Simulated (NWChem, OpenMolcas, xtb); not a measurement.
A ladder of methods for CH5BOSi (SMILES B[SiH2]C=O)

CH5BOSi has 9 atoms, charge 0, and is taken as a singlet. SMILES: `B[SiH2]C=O`. Geometry: relaxed at PBE0-D4/def2-TZVP. This is one conformer, not always the lowest.

```xyz
9

B    -0.9501    0.8500   -1.0731
Si    0.6108   -0.2060   -0.3865
C     0.3306   -0.5537    1.4945
O     1.0228   -0.0984    2.3658
H    -2.0576    0.5182   -0.7670
H    -0.8288    1.7994   -1.7869
H     1.9581    0.3876   -0.5707
H     0.5420   -1.5409   -1.0559
H    -0.5392   -1.2024    1.7629
```

Each level gives the dipole moment (D). The values are calculated.

```csv
level,kind,program,value (D),CPU time
GFN1-xTB,semi-empirical,xtb,3.19,under 2 s
HF/def2-SVP,Hartree–Fock,OpenMolcas,2.93,8.6 s
SVWN5/def2-SVP,LDA,OpenMolcas,1.74,31 s
PBE/def2-SVP,GGA,OpenMolcas,1.72,42 s
r2SCAN/def2-SVP,meta-GGA,OpenMolcas,2.05,53 s
BHLYP/def2-SVP,global hybrid,OpenMolcas,2.53,38 s
CAM-B3LYP/def2-SVP,range-separated hybrid,NWChem,2.32,51 s
```

The values span 1.72 to 3.19 D. Magnitudes only. CPU times are rough (shared hosts, several kinds of processor): they show what a rung costs within a factor of a few.
